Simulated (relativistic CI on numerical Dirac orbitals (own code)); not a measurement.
## Cr5+ (3d) in a crystal field

Calculated by Dirac-Coulomb-Breit CI, orbitals from a KLI potential per configuration, model QED (radiative potential, 1s self-energy scaled to tabulated hydrogen-like ionisation energies), valence Slater integrals scaled by 0.65, one configuration in a parametric crystal field (own radial code).

Field parameters in Wybourne normalisation: Oh B⁴₀ = 21Dq, B⁴₄ = √(5/14) B⁴₀. The field is a parameter set, without covalency.

S is read from ⟨S²⟩ = S(S + 1).

Levels (cm⁻¹, degeneracy): 0 (4), 554 (2), 15506 (4).

Problem. Which field gives this pattern?
A. Oh, 10Dq = 43500 cm⁻¹
B. Oh, 10Dq = 15300 cm⁻¹
C. Oh, 10Dq = 10600 cm⁻¹
D. Oh, 10Dq = 20000 cm⁻¹

Solution. B. Oh, 10Dq = 15300 cm⁻¹, ground level with S = 0.50.
